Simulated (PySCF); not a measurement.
Exercise with solution: oscillator strength and radiative lifetime

Al(GeH3)(Me)2 (C2H9AlGe), SMILES [Al]([CH3])([CH3])[GeH3].

Geometry optimised at B3LYP-D3(BJ)/def2-SVP.

TDDFT-CAM-B3LYP/def2-SVPD run with PySCF puts the first singlet state with f over 0.02 at 6.09 eV (vertical), with the transition dipole (-0.845, -0.737, -0.100) in atomic units.

**Question.** Find the oscillator strength, the wavelength and the radiative lifetime that this transition would have in vacuum if emission retraced absorption.

**Answer.** 
|μ|² = 1.2672 au, so |μ| = 2.86 D. ΔE = 6.09/27.211 = 0.2238 hartree. f = (2/3) ΔE |μ|² = 0.189 (the program prints 0.189).
λ = 1239.84/6.09 = 204 nm; ν = 49119 cm⁻¹.
Einstein's coefficient A = 0.6670 ν² f s⁻¹ (ν in cm⁻¹) = 3.0e8 s⁻¹, so τ = 1/A = 3.3 ns. This state is S3; the lower singlets have f = 0.010, 0.000. The figure is the radiative limit of this one transition; relaxation, internal conversion, crossing to triplets and a medium change what is measured.
